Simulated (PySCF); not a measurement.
C5H5Cl, SMILES C/C(=C\Cl)C#C. Atoms are numbered in the order given.

```xyz
11

C     -0.6607     3.0467     0.0000
C     -0.2876     1.8781     0.0000
C      0.2043     0.5368     0.0000
C      1.6993     0.3381     0.0000
C     -0.7076    -0.4748     0.0000
Cl    -0.2915    -2.1551     0.0000
H     -1.0013     4.0725     0.0000
H      2.1523     0.8187    -0.8912
H      2.1523     0.8187     0.8912
H      1.9571    -0.7366     0.0000
H     -1.7907    -0.2863     0.0000
```
Charge 0, spin multiplicity 1.

Geometry: PBE-D3(BJ)/def2-SVP. The structure was generated by enumeration; whether it is a known compound was not checked.

Method: PBE/pcSseg-1 in PySCF.

GIAO shieldings, no solvent; atoms alike by connectivity are averaged. δ = σ(ref) − σ: ¹³C against TMS (σ = 182.0 ppm); ³⁵Cl against HCl (σ = 936.5 ppm); ¹H against TMS (σ = 31.49 ppm), references at their B3LYP-D3(BJ)/def2-TZVP geometries, non-relativistic (without spin–orbit terms, shifts of atoms bonded to Cl or Br come out too high).

Computed chemical shifts:
```json
[
 {"nucleus": "¹³C", "atoms": "C5", "count": "1", "δ (ppm)": "145.6"},
 {"nucleus": "¹³C", "atoms": "C3", "count": "1", "δ (ppm)": "130.8"},
 {"nucleus": "¹³C", "atoms": "C1", "count": "1", "δ (ppm)": "91.0"},
 {"nucleus": "¹³C", "atoms": "C2", "count": "1", "δ (ppm)": "89.2"},
 {"nucleus": "¹³C", "atoms": "C4", "count": "1", "δ (ppm)": "23.6"},
 {"nucleus": "³⁵Cl", "atoms": "Cl6", "count": "1", "δ (ppm)": "257.6"},
 {"nucleus": "¹H", "atoms": "H11", "count": "1", "δ (ppm)": "6.98"},
 {"nucleus": "¹H", "atoms": "H7", "count": "1", "δ (ppm)": "3.69"},
 {"nucleus": "¹H", "atoms": "H8, H9, H10", "count": "3", "δ (ppm)": "2.52"}
]
```
